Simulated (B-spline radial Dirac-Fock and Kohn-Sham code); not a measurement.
## Magnetic form factor of the 3d shell of Mn⁵⁺

System: Mn⁵⁺, [Ar] 3d2.

The computed values come from a radial atomic solver: relativistic Hartree-Fock (Dirac-Fock) wave functions, averaged over the configuration. ⟨j_K⟩ is the integral of the 3d radial density with the spherical Bessel function j_K(4πsr), s = sin θ/λ.

```csv
s (Å⁻¹),⟨j0⟩,⟨j2⟩,⟨j4⟩
0,1.0000,0.0000,0.0000
0.05,0.9820,0.0072,0.0000
0.1,0.9303,0.0274,0.0004
0.15,0.8508,0.0573,0.0017
0.2,0.7523,0.0922,0.0048
0.25,0.6440,0.1273,0.0104
0.3,0.5346,0.1585,0.0185
0.35,0.4310,0.1830,0.0287
0.4,0.3377,0.1995,0.0405
0.45,0.2570,0.2080,0.0528
0.5,0.1898,0.2091,0.0647
0.6,0.0924,0.1950,0.0848
0.7,0.0346,0.1684,0.0972
0.8,0.0033,0.1381,0.1017
0.9,-0.0116,0.1093,0.1000
1,-0.0174,0.0845,0.0940
1.1,-0.0182,0.0641,0.0856
1.2,-0.0167,0.0481,0.0761
1.4,-0.0118,0.0263,0.0576
1.6,-0.0075,0.0141,0.0420
```

Radial moments of the shell: ⟨r²⟩ = 0.9862, ⟨r⁴⟩ = 1.871, ⟨r⁶⟩ = 5.887 in powers of bohr.
